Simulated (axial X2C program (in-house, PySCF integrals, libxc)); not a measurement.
# Outer orbitals of RbBr⁺ at 3.580 Å, LDA

Calculated with an in-house relativistic program for diatomic molecules. Spin-free means the one-electron spin-free X2C Hamiltonian; two-component (2c) means X2C with spin–orbit coupling and atomic mean-field two-electron Coulomb and Gaunt terms, so the difference of the two also holds small scalar two-electron terms. Basis: Rb dyall-cv3z [12s13p8d4f1g], Br dyall-cv3z [8s9p6d4f1g] (cores contracted in-house); Gaussian nuclei, density fitting, unrestricted open shells. Masses: Rb 84.912 u, Br 78.918 u.

The distance is close to the 2c PBE0 minimum; the highest filled and lowest empty levels are listed.

Spin-free orbitals, state M_S = 1/2, Λ = 1 (beyond evenly filled blocks: π+α, π+β, π-α) (Löwdin shares):

| symmetry | occupied | ε (eV) | atomic character |
| --- | --- | --- | --- |
| σα | yes | -24.80 | 95% Br s, 2% Rb p, 2% Rb d |
| σβ | yes | -24.08 | 94% Br s, 3% Rb p, 2% Rb d |
| π+β | yes | -21.38 | 100% Rb p |
| π-β | yes | -21.38 | 100% Rb p |
| π-α | yes | -21.38 | 100% Rb p |
| π+α | yes | -21.38 | 100% Rb p |
| σα | yes | -21.36 | 100% Rb p |
| σβ | yes | -21.36 | 99% Rb p |
| π-α | yes | -12.56 | 99% Br p |
| π+α | yes | -12.56 | 99% Br p |
| σα | yes | -12.25 | 95% Br p |
| σβ | yes | -11.89 | 94% Br p, 2% Rb p |
| π+β | yes | -11.74 | 98% Br p |
| π-β | no | -11.74 | 98% Br p |
| σα | no | -5.81 | 95% Rb s, 2% Br p |
| σβ | no | -5.79 | 95% Rb s, 2% Br p |
| π-α | no | -3.80 | 71% Rb d, 23% Rb p, 3% Br p |
| π+α | no | -3.80 | 71% Rb d, 23% Rb p, 3% Br p |

A filled and an empty partner (Λ and −Λ, same spin) share one energy because the functional has no current term.

Spinors with spin–orbit coupling (state Ω = 3/2):

```json
{"ω": "1/2", "occupied": "yes", "ε (eV)": "-24.78", "atomic character": "95% Br s, 2% Rb p, 2% Rb d", "λ mixture": "100% σ"}
{"ω": "-1/2", "occupied": "yes", "ε (eV)": "-24.06", "atomic character": "94% Br s, 3% Rb p, 2% Rb d", "λ mixture": "100% σ"}
{"ω": "1/2", "occupied": "yes", "ε (eV)": "-21.95", "atomic character": "100% Rb p", "λ mixture": "68% π, 32% σ"}
{"ω": "-1/2", "occupied": "yes", "ε (eV)": "-21.95", "atomic character": "100% Rb p", "λ mixture": "68% π, 32% σ"}
{"ω": "-3/2", "occupied": "yes", "ε (eV)": "-21.09", "atomic character": "100% Rb p", "λ mixture": "100% π"}
{"ω": "3/2", "occupied": "yes", "ε (eV)": "-21.09", "atomic character": "100% Rb p", "λ mixture": "100% π"}
{"ω": "1/2", "occupied": "yes", "ε (eV)": "-21.07", "atomic character": "100% Rb p", "λ mixture": "68% σ, 32% π"}
{"ω": "-1/2", "occupied": "yes", "ε (eV)": "-21.07", "atomic character": "100% Rb p", "λ mixture": "68% σ, 32% π"}
{"ω": "-1/2", "occupied": "yes", "ε (eV)": "-12.76", "atomic character": "98% Br p", "λ mixture": "94% π, 6% σ"}
{"ω": "3/2", "occupied": "yes", "ε (eV)": "-12.37", "atomic character": "98% Br p", "λ mixture": "100% π"}
{"ω": "1/2", "occupied": "yes", "ε (eV)": "-12.34", "atomic character": "96% Br p", "λ mixture": "80% σ, 20% π"}
{"ω": "-1/2", "occupied": "yes", "ε (eV)": "-11.81", "atomic character": "95% Br p", "λ mixture": "94% σ, 6% π"}
{"ω": "1/2", "occupied": "yes", "ε (eV)": "-11.77", "atomic character": "98% Br p", "λ mixture": "80% π, 20% σ"}
{"ω": "-3/2", "occupied": "no", "ε (eV)": "-11.56", "atomic character": "98% Br p", "λ mixture": "100% π"}
{"ω": "1/2", "occupied": "no", "ε (eV)": "-5.81", "atomic character": "95% Rb s, 2% Br p", "λ mixture": "100% σ"}
{"ω": "-1/2", "occupied": "no", "ε (eV)": "-5.79", "atomic character": "95% Rb s, 2% Br p", "λ mixture": "100% σ"}
{"ω": "-1/2", "occupied": "no", "ε (eV)": "-3.82", "atomic character": "69% Rb d, 25% Rb p, 3% Br p", "λ mixture": "100% π"}
```

(1) How does the gap between the highest filled and lowest empty level change from the spin-free to the 2c table?

Mulliken charges and populations of the two-component result (they depend on the basis, above all on diffuse functions):

Rb 0.94 e (s 8.02 p 18.02 d 10.03), Br 0.06 e (s 8.00 p 16.93 d 10.00). ⟨Lz⟩ = 1.00 ħ and ⟨Sz⟩ = 0.50 ħ (0.00 and 0.50 on the two atoms), which add up to Ω.

Occupations by symmetry block were frozen at the best pattern of an incomplete PBE0 search. Density functionals use the spin component along the axis (collinear). PBE0 can misorder states that lie within some tenths of an eV, so this need not be the ground state of the molecule. The nearest other spin-free determinant of the search, M_S = 1/2, Λ = 0, lies 0.20 eV up at the distance of the search. Without a current term, density functionals place determinants with orbital angular momentum somewhat too high.

## Answers

(1) From 0.00 to 0.21 eV at LDA, a change of 0.21 eV.
